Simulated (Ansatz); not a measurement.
Compare A (`C=CN[SiH2]S`) with its isomer B (`C[SiH]1NCS1`).

Isolated molecules relaxed with PBE0-D4/def2-TZVP in Ansatz; ΔE leaves out vibrations. CCSD(T)/CBS is the MP2 limit (def2-TZVPP, def2-QZVPP) plus CCSD(T) − MP2 in def2-TZVPP, frozen cores. DFT in def2-TZVPP. B3LYP here is the variant with VWN-RPA as its local correlation; programs differ in this. One conformer a species, not always the lowest.

A:

Z-matrix (Å, degrees):
```
Si
S 1 2.139
N 1 1.722 2 115.8
H 1 1.481 2 110.7 3 119.5
H 1 1.481 2 102.7 3 -119.5
H 2 1.344 1 94.7 3 -63.6
C 3 1.384 1 125.3 2 96.9
H 3 1.010 1 119.1 2 -68.0
C 7 1.331 3 126.4 1 -167.4
H 7 1.087 3 113.7 1 13.7
H 9 1.081 7 120.1 3 -178.4
H 9 1.085 7 122.1 3 1.1
```

B:

Z-matrix (Å, degrees):
```
C
Si 1 1.855
H 1 1.091 2 111.0
H 1 1.094 2 110.3 3 -120.6
H 1 1.095 2 110.3 3 120.7
N 2 1.722 1 117.4 3 -47.8
S 2 2.140 1 117.6 3 47.9
H 2 1.494 1 107.4 3 179.6
C 6 1.453 2 100.7 1 123.7
H 6 1.006 2 131.3 1 -92.7
H 9 1.094 6 113.5 2 -124.8
H 9 1.094 6 113.9 2 109.2
```

Which isomer does CCSD(T)/CBS put lower? Give the gap. (Best estimate.)

The calculation gave: B, by 31.4 kJ/mol.

Give E(B) − E(A) in kJ/mol with B3LYP-D4, CCSD(T)/def2-TZVPP, CCSD/def2-TZVPP, HF/def2-TZVPP, B3LYP, PBE0-D4, MP2/def2-TZVPP. (Estimate.)

Computed: B3LYP-D4 -16.2, CCSD(T)/def2-TZVPP -28.2, CCSD/def2-TZVPP -27.6, HF/def2-TZVPP -9.0, B3LYP -11.6, PBE0-D4 -40.1, MP2/def2-TZVPP -38.7. None reverses the order clearly.

Largest T1 diagnostic: 0.012.

From PBE to PBE0 (25 % exact exchange), in def2-TZVPP and without D4, E(B) − E(A) moves by −9.9 kJ/mol. The D4 term adds −4.6 kJ/mol with B3LYP and −2.1 kJ/mol with PBE0; it sums over pairs of atoms, weighted by their polarisabilities, and B3LYP, whose exchange is more repulsive, gets the larger term.
